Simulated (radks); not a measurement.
Results of a calculation; reference values are marked as such.
Ionisation of the rhenium ion Re3+, [Xe] 4f14 5d4, to [Xe] 4f14 5d3 as the strength of local exchange is varied. Code: a radial shooting solver on a logarithmic mesh with Libxc functionals. Model: scalar-relativistic Kohn-Sham, Slater X-alpha exchange (alpha = 2/3 is LDA exchange), no correlation, spin-polarised, spherical densities, finite nucleus; open shells are filled with parallel spins first (spin-orbit coupling, left out, can overturn this in heavy ions); Fermi nuclear charge, rms radius 5.3698 fm.

| alpha | E(Re3+) (hartree) | exchange (hartree) | IE (eV) | -e of the level emptied (eV) | <r> of it (bohr) |
|---|---|---|---|---|---|
| 0.576 | -16627.7281 | -269.1042 | 37.700 | 31.608 (5d) | 1.722 |
| 0.667 | -16670.5163 | -312.4651 | 39.528 | 33.346 (5d) | 1.688 |
| 0.754 | -16711.5321 | -354.1349 | 41.324 | 35.060 (5d) | 1.658 |
| 0.776 | -16721.9207 | -364.7053 | 41.786 | 35.501 (5d) | 1.650 |
| 0.838 | -16751.2342 | -394.5668 | 43.103 | 36.763 (5d) | 1.629 |
| 0.84 | -16752.1807 | -395.5318 | 43.146 | 36.804 (5d) | 1.629 |
| 0.965 | -16811.4472 | -456.0666 | 45.875 | 39.427 (5d) | 1.589 |
| 0.978 | -16817.6235 | -462.3870 | 46.165 | 39.706 (5d) | 1.585 |

NIST Atomic Spectra Database: 39 +/- 1.7 eV (theoretical). The Delta-SCF value meets it near alpha = 0.65. Open shells are spherical and high-spin; term and fine-structure splittings are not resolved. Spin-orbit splitting is averaged out at the scalar-relativistic level.
